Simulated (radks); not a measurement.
Values are calculated unless marked as measured or tabulated.
All-electron atom: Rh+ in [Kr] 4d8. Level of theory: scalar-relativistic Kohn-Sham, PBE, spin-polarised, spherical densities, finite nucleus; open shells are filled with parallel spins first (spin-orbit coupling, left out, can overturn this in heavy ions); Fermi nuclear charge, rms radius 4.4945 fm (a radial shooting solver on a logarithmic mesh with Libxc functionals).

Unscreened Slater integrals over Kohn-Sham orbitals (hartree). They are taken over the spin-up orbitals.

integral,value
"F0(4d,4d)",0.59523
"F2(4d,4d)",0.29103
"F4(4d,4d)",0.18813
"F0(4d,4p)",0.68713
"F2(4d,4p)",0.32935
"G1(4d,4p)",0.40938
"G3(4d,4p)",0.24844
"F0(4d,4s)",0.70916
"G2(4d,4s)",0.29447
"F0(4p,4p)",0.83132
"F2(4p,4p)",0.43555
"F0(4p,4s)",0.87022
"G1(4p,4s)",0.58955
"F0(4s,4s)",0.91572

Derived for the open shells (J is the average intra-shell exchange parameter used in DFT+U). 4d: Racah B = F2/49 - 5 F4/441 = 0.003806 hartree, C = 35 F4/441 = 0.01493 hartree, C/B = 3.92, F4/F2 = 0.646, J = (F2 + F4)/14 = 0.03423 hartree.
